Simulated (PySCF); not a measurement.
C$_{3}$H$_{9}$B, charge +1, doublet, geometry from GFN2-xTB (a state made from the parent by changing its charge; the spin is typed, not shown lowest); M062X/pcseg-1 (PySCF).

Input for PySCF:
```python
from pyscf import gto, scf, dft

mol = gto.M(
    atom='''
B    -0.05647573    0.05517160   -0.05364308
C     1.51411882   -0.13791460   -0.22617234
H     2.02755724   -0.85500214    0.40558796
H     1.94104364    0.84853152   -0.03424725
H     1.65529476   -0.43161225   -1.26820282
C    -0.49203480   -0.76952308    1.23631151
H    -1.34235646   -1.37537941    0.91708171
H    -0.79808470   -0.01384345    1.96257438
H     0.23345189   -1.41985028    1.71348884
C    -0.97605379    0.86460885   -0.96549414
H    -1.85392301    1.28359200   -0.46707029
H    -1.36351003    0.23270689   -1.76988686
H    -0.49327601    1.71197205   -1.45898050
''',
    basis='pcseg-1',
    charge=1,
    spin=1,
    verbose=4,
)

mf = dft.UKS(mol)
mf.xc = 'm062x'
mf.kernel()
```

Question: Predict the main parts of the log of this PySCF run.

Answer: 
```
PySCF version 2.14.0

[INPUT] verbose = 4
[INPUT] num. atoms = 13
[INPUT] num. electrons = 31
[INPUT] charge = 1
[INPUT] spin (= nelec alpha-beta = 2S) = 1
[INPUT] symmetry False subgroup None
[INPUT] Mole.unit = angstrom
[INPUT] Symbol           X                Y                Z      unit          X                Y                Z       unit  Magmom
[INPUT]  1 B     -0.056475730000   0.055171600000  -0.053643080000 AA   -0.106723662385   0.104259213854  -0.101370729678 Bohr   0.0
[INPUT]  2 C      1.514118820000  -0.137914600000  -0.226172340000 AA    2.861269889850  -0.260620822579  -0.427403779552 Bohr   0.0
[INPUT]  3 H      2.027557240000  -0.855002140000   0.405587960000 AA    3.831527885479  -1.615719880517   0.766450163821 Bohr   0.0
[INPUT]  4 H      1.941043640000   0.848531520000  -0.034247250000 AA    3.668040875429   1.603492180861  -0.064717923020 Bohr   0.0
[INPUT]  5 H      1.655294760000  -0.431612250000  -1.268202820000 AA    3.128053751828  -0.815628944507  -2.396556000201 Bohr   0.0
[INPUT]  6 C     -0.492034800000  -0.769523080000   1.236311510000 AA   -0.929811015755  -1.454187867732   2.336290158547 Bohr   0.0
[INPUT]  7 H     -1.342356460000  -1.375379410000   0.917081710000 AA   -2.536686070941  -2.599090402266   1.733033265748 Bohr   0.0
[INPUT]  8 H     -0.798084700000  -0.013843450000   1.962574380000 AA   -1.508161507206  -0.026160329119   3.708728077288 Bohr   0.0
[INPUT]  9 H      0.233451890000  -1.419850280000   1.713488840000 AA    0.441160135362  -2.683128167087   3.238024625099 Bohr   0.0
[INPUT] 10 C     -0.976053790000   0.864608850000  -0.965494140000 AA   -1.844474345944   1.633873931375  -1.824519499472 Bohr   0.0
[INPUT] 11 H     -1.853923010000   1.283592000000  -0.467070290000 AA   -3.503406744929   2.425637335683  -0.882634929021 Bohr   0.0
[INPUT] 12 H     -1.363510030000   0.232706890000  -1.769886860000 AA   -2.576660524797   0.439752289399  -3.344601436866 Bohr   0.0
[INPUT] 13 H     -0.493276010000   1.711972050000  -1.458980500000 AA   -0.932156562718   3.235158307410  -2.757073566081 Bohr   0.0

nuclear repulsion = 113.205702873778
number of shells = 30
number of NR pGTOs = 163
number of NR cGTOs = 101
basis = pcseg-1
ecp = {}

******** <class 'pyscf.dft.uks.UKS'> ********
method = UKS
initial guess = minao
damping factor = 0
level_shift factor = 0
DIIS = <class 'pyscf.scf.diis.CDIIS'>
diis_start_cycle = 1
diis_space = 8
diis_damp = 0
SCF conv_tol = 1e-09
SCF conv_tol_grad = None
SCF max_cycles = 50
direct_scf = True
direct_scf_tol = 1e-13
number electrons alpha = 16  beta = 15
XC library pyscf.dft.libxc version 7.1.2
    S. Lehtola, C. Steigemann, M. J. T. Oliveira, and M. A. L. Marques,  SoftwareX 7, 1–5 (2018)
XC functionals = m062x
    Y. Zhao and D. G. Truhlar,  Theor. Chem. Acc. 120, 215 (2008)
    Y. Zhao and D. G. Truhlar,  Theor. Chem. Acc. 120, 215 (2008)
radial grids:
    Treutler-Ahlrichs [JCP 102, 346 (1995); DOI:10.1063/1.469408] (M4) radial grids

becke partition: Becke, JCP 88, 2547 (1988); DOI:10.1063/1.454033
pruning grids: <function nwchem_prune>
grids dens level: 3
symmetrized grids: False
atomic radii adjust function: <function treutler_atomic_radii_adjust>
small_rho_cutoff = 0
Set gradient conv threshold to 3.16228e-05
tot grids = 144672
init E= -144.75521352067

cycle= 1 E= -144.088253604294  delta_E= 0.667  |g|= 0.193  |ddm|= 2.14
cycle= 2 E= -144.106403697886  delta_E= -0.0182  |g|= 0.124  |ddm|= 0.369
cycle= 3 E= -144.114912451469  delta_E= -0.00851  |g|= 0.0293  |ddm|= 0.132
cycle= 4 E= -144.115398464189  delta_E= -0.000486  |g|= 0.00545  |ddm|= 0.0317
cycle= 5 E= -144.115418315615  delta_E= -1.99e-05  |g|= 0.00199  |ddm|= 0.00774
cycle= 6 E= -144.115422472968  delta_E= -4.16e-06  |g|= 0.000535  |ddm|= 0.00285
cycle= 7 E= -144.115423046094  delta_E= -5.73e-07  |g|= 0.000178  |ddm|= 0.00136
cycle= 8 E= -144.115423100155  delta_E= -5.41e-08  |g|= 7.18e-05  |ddm|= 0.000393
cycle= 9 E= -144.11542310772  delta_E= -7.56e-09  |g|= 1.83e-05  |ddm|= 0.000145
cycle= 10 E= -144.115423108684  delta_E= -9.65e-10  |g|= 7.02e-06  |ddm|= 5.06e-05
Extra cycle  E= -144.115423108835  delta_E= -1.51e-10  |g|= 3.56e-06  |ddm|= 1.88e-05
converged SCF energy = -144.115423108835  <S^2> = 0.75304823  2S+1 = 2.0030459
```
